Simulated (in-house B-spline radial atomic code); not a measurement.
# Ionising the tungsten ion W⁵⁺ with different functionals

Computed with an all-electron radial atomic-structure program (B-spline basis): four-component Dirac-Coulomb Hamiltonian, Fermi nucleus of rms radius 5.3658 fm, spin-restricted, spherical fractional occupations for the functionals. The ionisation energy is the difference of two self-consistent energies, [Xe] 4f14 5d1 → [Xe] 4f14, without Breit or QED terms; ε is the level of the shell that loses the electron (mean over j). The electron is taken from both j subshells in proportion to 2j + 1, so the result is a j average, not the step between ground levels.

Hybrids are left out here: with spherical fractional occupations of an open shell their exact exchange keeps a self-interaction that integer-occupation calculations don't have.

| method | rung | ΔSCF (eV) | -ε(5d) (eV) |
| --- | --- | --- | --- |
| LDA VWN5 | LDA | 64.16 | 57.15 |
| relativistic LDA | LDA | 64.17 | 57.16 |
| LDA PW92 | LDA | ? | ? |
| LDA exchange-only | LDA | 62.54 | 55.55 |
| PBE | GGA | 63.81 | 56.80 |
| PBEsol | GGA | 63.81 | 56.81 |
| BLYP | GGA | 63.81 | 56.78 |
| RPBE | GGA | ? | ? |
| PW91 | GGA | 63.94 | 56.91 |
| BP86 | GGA | 63.83 | 56.85 |
| AM05 | GGA | 63.80 | 56.80 |
| OLYP | GGA | 63.95 | 56.89 |

Q: What does LDA PW92 give?

A: ΔSCF 64.15 eV, and -ε(5d) = 57.14 eV.

Q: What does RPBE give?

A: ΔSCF 63.73 eV, and -ε(5d) = 56.72 eV.

Q: How do they compare with the NIST value?

A: NIST lists 64.77 eV ± 0.04 (semi-empirical, ground level to ground level). Errors run from -2.23 to -0.60 eV. The correlated functionals all miss on the same side by more than they spread, so the cause is common to them (Breit-QED terms, spin polarisation, the choice among j levels, multiplet and fine-structure energies, or a listed next ion that isn't the cheapest removal here) and closeness doesn't rank the functionals.
